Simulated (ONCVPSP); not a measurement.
**Which change was made? (Ge, ONCV)**

germanium (Ge), optimised norm-conserving Vanderbilt (ONCV), made with ONCVPSP 4.0.1 (PBE, scalar-relativistic). Core [Ar] 3d10, reference 4s2 4p2. Waves: 4s: rc 1.70 bohr, ncon 4, nbas 9, qcut 4 1/bohr, 2 projectors, debl 0.9 Ha; 4p: rc 2.20 bohr, ncon 4, nbas 7, qcut 3.1 1/bohr, 2 projectors, debl 1 Ha. Local part: polynomial inside 1.35 bohr (lpopt 5, dvloc0 1 Ha). Core correction: polynomial model core, fcfact 0.7.

Cutoffs, loose and tight: the cutoffs (Ha) at which the residual kinetic energy of the hardest occupied pseudo-wave falls to 1 and 0.1 mHa per electron. They do not see the model core or the augmentation charge, which bear on the density cutoff. Test errors are all-electron minus pseudo excitation energies from the reference, over the configurations 4s2 4p1; 4s2 4p0; 4s1 4p0; 4s2 4p1.5; variants that change the core or the reference have their own tests.

The base gives: outcome: generated; cutoff, loose: 8.4 Ha; cutoff, tight: 47 Ha; bound ghosts: none; GHOST(+) flags above zero: s; largest test error (meV): -283.

**Question.** After one change the result is: outcome: generated; cutoff, loose: 5.7 Ha; cutoff, tight: 23 Ha; bound ghosts: none; GHOST(+) flags above zero: s; largest test error (meV): -329. Which change was it?
A. core [Ar], valence charge 14; reference 3d10 4s1.5 4p2.5; waves now 4s: rc 1.60 bohr, ncon 3, nbas 6, qcut 3.8 1/bohr, 2 projectors, debl 2.6 Ha; 4p: rc 2.40 bohr, ncon 4, nbas 7, qcut 3.2 1/bohr, 2 projectors, debl 0.5 Ha; 3d: rc 0.95 bohr, ncon 4, nbas 8, qcut 18.2 1/bohr, 2 projectors, debl 1.8 Ha; local potential polynomial inside 0.85 bohr (lpopt 5, dvloc0 0 Ha)
B. s: qcut 3.1
C. s: rc 2.44
D. s: nproj 0; local potential the s channel

**Answer.** C. The others give: s: qcut 3.1 → outcome: generated; cutoff, loose: 42 Ha; cutoff, tight: 79 Ha; bound ghosts: none; GHOST(+) flags above zero: s; largest test error (meV): -286 | s: nproj 0; local potential the s channel → outcome: generated; cutoff, loose: 8.4 Ha; cutoff, tight: 47 Ha; bound ghosts: p; GHOST(+) flags above zero: none; largest test error (meV): -271 | core [Ar], valence charge 14; reference 3d10 4s1.5 4p2.5; waves now 4s: rc 1.60 bohr, ncon 3, nbas 6, qcut 3.8 1/bohr, 2 projectors, debl 2.6 Ha; 4p: rc 2.40 bohr, ncon 4, nbas 7, qcut 3.2 1/bohr, 2 projectors, debl 0.5 Ha; 3d: rc 0.95 bohr, ncon 4, nbas 8, qcut 18.2 1/bohr, 2 projectors, debl 1.8 Ha; local potential polynomial inside 0.85 bohr (lpopt 5, dvloc0 0 Ha) → outcome: generated; cutoff, loose: 123 Ha; cutoff, tight: 138 Ha; bound ghosts: s; GHOST(+) flags above zero: p; largest test error (meV): -400.
